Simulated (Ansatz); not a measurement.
CH9BSSi2 can be A, `BS[SiH2][SiH2]C`, or B, `[SiH3]BCS[SiH3]`.

Gas-phase electronic energies from Ansatz, PBE0-D4/def2-TZVP geometries. CCSD(T)/CBS is the MP2 limit (def2-TZVPP, def2-QZVPP) plus CCSD(T) − MP2 in def2-TZVPP, frozen cores. DFT in def2-TZVPP. B3LYP here is the variant with VWN-RPA as its local correlation; programs differ in this. One conformer a species, not always the lowest.

Task: Which isomer does CCSD(T)/CBS put lower? Give the gap. (An estimate is asked.)

Result: Ansatz gave: A, by 164.9 kJ/mol.

Task: Give E(B) − E(A) in kJ/mol with PBE-D4, B2PLYP, MP2/def2-TZVPP, r2SCAN-D4, B3LYP-D4, B3LYP, HF/def2-TZVPP. (An estimate is asked.)

Result: The calculation gave: PBE-D4 168.8, B2PLYP 165.1, MP2/def2-TZVPP 170.0, r2SCAN-D4 169.8, B3LYP-D4 163.9, B3LYP 162.1, HF/def2-TZVPP 153.6. None reverses the order clearly.

Largest T1 diagnostic: 0.014.

In def2-TZVPP, CCSD(T) changes the Hartree–Fock value by +11.6 kJ/mol (the triples alone add +2.7 kJ/mol) and MP2 by +16.4 kJ/mol.
